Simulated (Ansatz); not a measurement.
**Molecular dynamics of Li₁₆Cu**

The input (input.yaml):

```yaml
accuracy: low
crystal:
  lattice:
    - [6.98, 0.0, 0.0]
    - [0.0, 6.98, 0.0]
    - [0.0, 0.0, 6.98]
  atoms:
    - { symbol: Li, position: [0.07901648, -0.01959382, -0.1161431] }
    - { symbol: Li, position: [0.54546303, -0.14950057, -0.05523491] }
    - { symbol: Li, position: [-0.00782016, 0.58314835, 0.1188469] }
    - { symbol: Li, position: [0.05248226, 0.07967353, 0.54173635] }
    - { symbol: Li, position: [0.30285461, 0.21893802, 0.23192415] }
    - { symbol: Li, position: [0.41434805, 0.50883048, -0.0267222] }
    - { symbol: Li, position: [0.46533063, -0.04104531, 0.61256428] }
    - { symbol: Li, position: [0.66126619, 0.31838123, 0.23321544] }
    - { symbol: Li, position: [0.02343557, 0.40147999, 0.39883577] }
    - { symbol: Li, position: [0.24229738, 0.85969746, 0.29728474] }
    - { symbol: Li, position: [0.26782896, 0.26105399, 0.7766348] }
    - { symbol: Li, position: [0.45442749, 0.54860099, 0.41523628] }
    - { symbol: Li, position: [0.83434294, 0.8690493, 0.30866618] }
    - { symbol: Li, position: [0.77598319, 0.24032627, 0.8578488] }
    - { symbol: Li, position: [0.14301029, 0.68101006, 0.65824018] }
    - { symbol: Li, position: [0.70581388, 0.6667066, 0.71250625] }
    - { symbol: Cu, position: [0.00625297, 0.1383329, 0.1654265] }
basis:
  ecutwfc: 500.0
kpoints:
  mp_grid: { grid: [2, 2, 2] }
hamiltonian:
  xc: r2scan
  dispersion: d3bj
scf:
  occupations: { method: fermi_dirac, width: 0.1 }
  lower_state_search: "off"
  max_iter: 58
md:
  timestep: 4
  n_steps: 160
  ensemble: nvt_langevin
  temperature: 1680.0
  initial_velocities: maxwell_boltzmann
  seed: 125109
  friction: 0.01
```

Run as:

```bash
$ ansatz run input.yaml --threads 2 --pin off --max-ram 5120MiB --backend cpu --events-out ev --progress --plain --runs-dir out
```

It goes on from the last frame of an earlier run, with new velocities.

Output, in part (step lines):

```
md step     0: t =     0.00 fs  T =  1581.2 K  F+E_penalty+E_count = -9911.71367327 eV  E_kin = 3.474509 eV  (10 SCF iters)
[... lines left out ...]
```

The steps, from the saved trajectory:

```json
{"time (fs)": "0", "T (K)": "1581", "potential energy less start (eV)": "0.000"}
{"time (fs)": "20", "T (K)": "1646", "potential energy less start (eV)": "0.308"}
{"time (fs)": "40", "T (K)": "1397", "potential energy less start (eV)": "0.252"}
{"time (fs)": "60", "T (K)": "1125", "potential energy less start (eV)": "0.922"}
{"time (fs)": "80", "T (K)": "1248", "potential energy less start (eV)": "0.616"}
{"time (fs)": "100", "T (K)": "1739", "potential energy less start (eV)": "0.907"}
{"time (fs)": "120", "T (K)": "1483", "potential energy less start (eV)": "1.355"}
{"time (fs)": "140", "T (K)": "1440", "potential energy less start (eV)": "1.295"}
{"time (fs)": "160", "T (K)": "1523", "potential energy less start (eV)": "1.193"}
{"time (fs)": "180", "T (K)": "1623", "potential energy less start (eV)": "1.348"}
{"time (fs)": "200", "T (K)": "2023", "potential energy less start (eV)": "0.938"}
{"time (fs)": "220", "T (K)": "1469", "potential energy less start (eV)": "1.851"}
{"time (fs)": "240", "T (K)": "1625", "potential energy less start (eV)": "1.936"}
{"time (fs)": "260", "T (K)": "1624", "potential energy less start (eV)": "1.298"}
{"time (fs)": "280", "T (K)": "848", "potential energy less start (eV)": "1.865"}
{"time (fs)": "300", "T (K)": "1337", "potential energy less start (eV)": "0.569"}
{"time (fs)": "320", "T (K)": "1657", "potential energy less start (eV)": "0.311"}
{"time (fs)": "340", "T (K)": "1794", "potential energy less start (eV)": "0.521"}
{"time (fs)": "360", "T (K)": "1633", "potential energy less start (eV)": "0.606"}
{"time (fs)": "380", "T (K)": "1574", "potential energy less start (eV)": "1.153"}
{"time (fs)": "400", "T (K)": "1434", "potential energy less start (eV)": "1.740"}
{"time (fs)": "420", "T (K)": "1810", "potential energy less start (eV)": "0.730"}
{"time (fs)": "440", "T (K)": "1827", "potential energy less start (eV)": "0.705"}
{"time (fs)": "460", "T (K)": "1888", "potential energy less start (eV)": "0.516"}
{"time (fs)": "480", "T (K)": "1136", "potential energy less start (eV)": "1.382"}
{"time (fs)": "500", "T (K)": "1476", "potential energy less start (eV)": "0.760"}
{"time (fs)": "520", "T (K)": "1948", "potential energy less start (eV)": "0.168"}
{"time (fs)": "540", "T (K)": "2037", "potential energy less start (eV)": "0.440"}
{"time (fs)": "560", "T (K)": "1339", "potential energy less start (eV)": "1.820"}
{"time (fs)": "580", "T (K)": "1384", "potential energy less start (eV)": "1.690"}
{"time (fs)": "600", "T (K)": "1523", "potential energy less start (eV)": "1.519"}
{"time (fs)": "620", "T (K)": "1929", "potential energy less start (eV)": "0.460"}
{"time (fs)": "640", "T (K)": "1374", "potential energy less start (eV)": "1.230"}
```

The run went to its last step. A run of 0.64 ps of so small a system gives no equilibrium averages. Limits of this set-up: coarse k mesh, a small cell, in which the defect meets its images, low accuracy level.

Mean squared displacements from the first frame to the last, about the centre of mass: Li 11.93 Å², Cu 1.78 Å².

Last frame:

```xyz
17
Lattice="6.9800 0.0000 0.0000 0.0000 6.9800 0.0000 0.0000 0.0000 6.9800" Properties=species:S:1:pos:R:3
Li -1.325 -1.816 1.286
Li 2.991 -0.202 4.035
Li 0.584 0.223 -1.134
Li -2.014 2.062 2.845
Li 0.213 3.373 2.401
Li 1.607 5.556 6.811
Li 3.068 2.785 5.795
Li 3.245 3.488 3.675
Li -1.474 4.640 5.420
Li 3.345 5.965 1.914
Li 2.436 1.539 8.904
Li 5.843 2.344 6.912
Li 8.309 5.128 3.860
Li 6.277 -0.331 10.052
Li 0.968 1.605 4.240
Li 4.275 7.194 6.179
Cu 0.911 -0.180 1.813
```

Time of the run: 30 min on 2 threads of Intel(R) Xeon(R) Platinum 8488C (Sapphire Rapids), with other jobs on the host, peak memory 1.1 GiB.
